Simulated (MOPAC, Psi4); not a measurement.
Conformational energy of SMILES c1c[se]c(-c2cccc3ccccc23)c1. Scanned: dihedral Se3–C4–C5–C6; all other coordinates were relaxed at GFN2-xTB. Points at φ and −φ are mirror images. Heavy atoms are numbered in the order of the SMILES c1c[se]c(-c2cccc3ccccc23)c1, hydrogens after them in the order of the atoms that carry them; the mirror image has the same energies with the sign of each dihedral reversed.

- B3LYP-D3(BJ)/def2-SVP // GFN2-xTB (Psi4)
- AM1, restricted, heats of formation // GFN2-xTB (MOPAC)
- B3LYP/def2-SVP // GFN2-xTB (Psi4)

Energies in eV, each method relative to its own lowest point.

| φ / ° | B3LYP-D3(BJ)/def2-SVP | AM1 | B3LYP/def2-SVP |
|---|---|---|---|
| -150 | 0.072 | 0.077 | 0.082 |
| -120 | 0.003 | 0.004 | 0.010 |
| -90 | 0.028 | 0.005 | 0.026 |
| -60 | 0.000 | 0.000 | 0.000 |
| -30 | 0.034 | 0.035 | 0.037 |
| 0 | 0.238 | 0.220 | 0.239 |
| 30 | 0.034 | 0.035 | 0.037 |
| 60 | 0.000 | 0.000 | 0.000 |
| 90 | 0.028 | 0.005 | 0.026 |
| 120 | 0.003 | 0.004 | 0.010 |
| 150 | 0.072 | 0.077 | 0.082 |
| 180 | 0.219 | 0.238 | 0.224 |
